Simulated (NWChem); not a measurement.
System: C$_{3}$H$_{4}$F$_{2}$O; SMILES CO/C(F)=C/F

NWChem input:

```
start job
memory heap 200 mb stack 900 mb global 1100 mb
geometry units angstroms noautosym nocenter noautoz
  C      0.060486     2.229467    -0.194690
  O      0.627389     1.112497     0.471734
  C      0.001084    -0.045464     0.297940
  F     -1.280803    -0.050926     0.652147
  C      0.609659    -1.142751    -0.154587
  F     -0.013884    -2.316054    -0.211784
  H      0.688558     3.094072     0.050907
  H      0.060743     2.073295    -1.286798
  H     -0.968623     2.417507     0.147374
  H      1.654283    -1.137805    -0.466054
end
basis spherical
  C library def2-svp
  O library def2-svp
  F library def2-svp
  H library def2-svp
end
dft
  xc b3lyp
  iterations 150
end
cosmo
  dielec 2.4
end
task dft energy
```

All runs use the structure optimised with PBE0/def2-SVP.

Level: B3LYP/def2-SVP with COSMO at NWChem's default radii, gas-phase geometry; the question gives the dielectric constant.

Problem. What results follow from this input? (B3LYP/def2-SVP, COSMO on the gas-phase geometry.) Quantities: electrostatic solvation energy (kcal/mol); dipole in solution (D).

Solution. 
```
Item                                       Result
-----------------------------------------  ------
electrostatic solvation energy (kcal/mol)    -2.0
dipole in solution (D)                       2.81
```
